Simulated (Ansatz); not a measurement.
Stepwise reaction of `S[Si](S)(Cl)Cl` with hydrogen chloride, as a gas-phase model of exchange steps in deposition or etching. ΔE in kJ/mol.

Program: Ansatz. Geometries: PBE0-D4/def2-TZVP. ΔE: electronic, gas phase. CBS: MP2 limit from def2 TZ/QZ plus the TZ coupled-cluster correction, frozen cores. This one scheme is used for every species. DFT in def2-TZVPP. B3LYP here is the variant with VWN-RPA as its local correlation; programs differ in this. One conformer a species, not always the lowest.

| step | reaction | PBE-D4 | B3LYP-D4 | ωB97M-V | CCSD(T)/CBS |
| --- | --- | --- | --- | --- | --- |
| 2 | `S[Si](Cl)(Cl)Cl` + HCl → `Cl[Si](Cl)(Cl)Cl` + H₂S | -27.8 | -32.6 | -34.7 | -32.4 |

Question: Give the row of step 1, `S[Si](S)(Cl)Cl` + HCl → `S[Si](Cl)(Cl)Cl` + H₂S. (Best estimate.)

Answer: Computed: 
| step | reaction | PBE-D4 | B3LYP-D4 | ωB97M-V | CCSD(T)/CBS |
| --- | --- | --- | --- | --- | --- |
| 1 | `S[Si](S)(Cl)Cl` + HCl → `S[Si](Cl)(Cl)Cl` + H₂S | -27.4 | -32.4 | -34.5 | -31.8 |

Question: By hand: ΔE of the 2 steps together at CCSD(T)/CBS.

Answer: (-31.8) + (-32.4) = -64.2 kJ/mol, or -32.1 kJ/mol a step.

In ΔE the steps differ by no more than 0.6 kJ/mol. All are downhill at CCSD(T)/CBS. PBE-D4 differs from CCSD(T)/CBS by 4.4 to 4.6 kJ/mol a step. Isolated molecules leave out the surface, adducts and barriers. Largest T1 diagnostic: 0.010.
